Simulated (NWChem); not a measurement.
Polarisability of ClCu

```
Cu
Cl 1 2.0831
```
Charge 0, spin multiplicity 1.

Everything below was run with NWChem. All single points use one geometry, from PBE0/def2-SVP, a minimum by its harmonic frequencies.

Basis set: 6-31G*. Static limit. This basis has no diffuse functions, which lowers polarisabilities.

The correlated methods keep 14 core orbitals frozen. B3LYP has NWChem's definition, with VWN1-RPA local correlation. The Pople sets run with spherical d functions. The structure started from a generated list of species. Coupled-cluster values serve here as a point of comparison, not as the truth.

```tsv
method	isotropic polarisability (bohr³)
PBE0	37.73
B3LYP	?
CCSD linear response	?
PBE	?
HF	?
```

Q: Some entries are withheld; supply them.

A: 
- B3LYP, isotropic polarisability (bohr³): 39.94
- CCSD linear response, isotropic polarisability (bohr³): 39.62
- PBE, isotropic polarisability (bohr³): 43.85
- HF, isotropic polarisability (bohr³): 23.20
